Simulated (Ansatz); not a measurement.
**A relaxation, step by step**

SiH5Cl2OF, closed shell, PBE0-D4/def2-TZVP (Ansatz 0.2.0). Settings:

```yaml
hamiltonian: {xc: pbe0, dispersion: d4}
relax: {f_tol: 0.005, max_steps: 200}
```

Start, a step off a saddle point along its unstable mode:

Si1  (-0.932, 0.595, -0.487)
H2  (0.491, -0.415, -0.886)
Cl3  (-1.440, -0.134, -2.395)
Cl4  (0.481, 1.804, 0.506)
H5  (-1.938, 1.656, -0.483)
H6  (0.850, -1.413, 1.424)
F7  (-1.354, -0.500, 0.594)
H8  (0.760, -0.610, -0.360)
O9  (1.549, -0.937, 0.890)
H10  (1.533, -0.046, 1.198)
(Å)

| step | energy less the last (meV) | largest force component (eV/Å) |
| --- | --- | --- |
| 1 | 2147.2 | 7.830 |
| 4 | 445.8 | 1.485 |
| 7 | 68.2 | 0.688 |
| 10 (rejected trial) | 48.1 | 1.621 |
| 13 | 11.6 | 0.245 |
| 16 | 9.2 | 0.019 |
| 19 | 8.8 | 0.050 |
| 22 | 8.3 | 0.055 |
| 25 | 8.1 | 0.047 |
| 28 | 7.9 | 0.033 |
| 31 | 7.6 | 0.066 |
| 34 | 6.9 | 0.069 |
| 37 | 6.2 | 0.019 |
| 40 | 5.6 | 0.032 |
| 43 | 4.0 | 0.086 |
| 46 | 2.3 | 0.031 |
| 49 | 0.6 | 0.064 |
| 52 | 0.1 | 0.046 |
| 55 | 0.0 | 0.003 |

Step 22, positions (Å) and forces (eV/Å):

| atom | x | y | z | Fx | Fy | Fz |
| --- | --- | --- | --- | --- | --- | --- |
| Si1 | -1.443 | 1.010 | -0.309 | 0.000 | -0.028 | 0.020 |
| H2 | 1.453 | -1.272 | -1.748 | 0.004 | -0.001 | 0.014 |
| Cl3 | -1.608 | 0.360 | -2.212 | -0.001 | 0.005 | 0.020 |
| Cl4 | 0.260 | 2.082 | -0.065 | -0.005 | -0.004 | -0.001 |
| H5 | -2.610 | 1.814 | 0.074 | 0.009 | -0.010 | -0.009 |
| H6 | 0.535 | -1.144 | 1.510 | 0.038 | -0.018 | 0.001 |
| F7 | -1.358 | -0.251 | 0.653 | -0.003 | 0.037 | -0.029 |
| H8 | 1.587 | -1.341 | -1.015 | -0.003 | 0.002 | -0.015 |
| O9 | 1.494 | -1.099 | 1.564 | -0.055 | 0.023 | -0.003 |
| H10 | 1.690 | -0.159 | 1.548 | 0.018 | -0.006 | 0.001 |

Step 31, positions (Å) and forces (eV/Å):

| atom | x | y | z | Fx | Fy | Fz |
| --- | --- | --- | --- | --- | --- | --- |
| Si1 | -1.470 | 1.034 | -0.264 | -0.012 | -0.004 | 0.001 |
| H2 | 1.665 | -1.228 | -1.826 | 0.002 | -0.003 | 0.026 |
| Cl3 | -1.636 | 0.184 | -2.086 | 0.005 | 0.002 | 0.006 |
| Cl4 | 0.254 | 2.085 | -0.114 | 0.000 | 0.000 | -0.001 |
| H5 | -2.623 | 1.898 | 0.015 | 0.007 | -0.002 | -0.001 |
| H6 | 0.453 | -1.139 | 1.503 | 0.059 | -0.019 | -0.005 |
| F7 | -1.427 | -0.118 | 0.829 | 0.000 | 0.005 | -0.003 |
| H8 | 1.693 | -1.312 | -1.082 | -0.002 | 0.004 | -0.027 |
| O9 | 1.414 | -1.160 | 1.459 | -0.066 | 0.051 | 0.010 |
| H10 | 1.679 | -0.243 | 1.565 | 0.007 | -0.033 | -0.005 |

Step 34, positions (Å) and forces (eV/Å):

```json
{"atom": "Si1", "x": "-1.483", "y": "1.051", "z": "-0.225", "Fx": "-0.011", "Fy": "-0.004", "Fz": "-0.037"}
{"atom": "H2", "x": "1.779", "y": "-1.251", "z": "-1.875", "Fx": "-0.001", "Fy": "-0.004", "Fz": "0.050"}
{"atom": "Cl3", "x": "-1.596", "y": "0.105", "z": "-2.004", "Fx": "-0.004", "Fy": "0.005", "Fz": "0.014"}
{"atom": "Cl4", "x": "0.238", "y": "2.109", "z": "-0.089", "Fx": "-0.005", "Fy": "0.009", "Fz": "0.009"}
{"atom": "H5", "x": "-2.645", "y": "1.925", "z": "-0.024", "Fx": "0.022", "Fy": "-0.005", "Fz": "0.002"}
{"atom": "H6", "x": "0.411", "y": "-1.139", "z": "1.503", "Fx": "0.069", "Fy": "-0.009", "Fz": "-0.006"}
{"atom": "F7", "x": "-1.468", "y": "-0.043", "z": "0.927", "Fx": "-0.002", "Fy": "-0.004", "Fz": "0.014"}
{"atom": "H8", "x": "1.742", "y": "-1.325", "z": "-1.130", "Fx": "0.002", "Fy": "0.004", "Fz": "-0.050"}
{"atom": "O9", "x": "1.367", "y": "-1.171", "z": "1.396", "Fx": "-0.062", "Fy": "0.054", "Fz": "0.011"}
{"atom": "H10", "x": "1.654", "y": "-0.262", "z": "1.522", "Fx": "-0.008", "Fy": "-0.045", "Fz": "-0.006"}
```

Last step (55):

```tsv
atom	x (Å)	y (Å)	z (Å)
Si1	-1.4873	1.0864	-0.0634
H2	2.2156	-1.3676	-2.0458
Cl3	-1.3676	-0.1979	-1.6114
Cl4	0.1734	2.2412	0.0627
H5	-2.6744	1.9396	-0.1920
H6	0.2622	-1.1400	1.5499
F7	-1.6165	0.2598	1.2870
H8	1.8845	-1.3822	-1.3752
O9	1.0684	-1.1033	1.0291
H10	1.5415	-0.3360	1.3593
```

The run took 110 s on 8 CPU threads of an Arm Neoverse V1 (shared host), with 0.62 GiB of host memory at its peak.
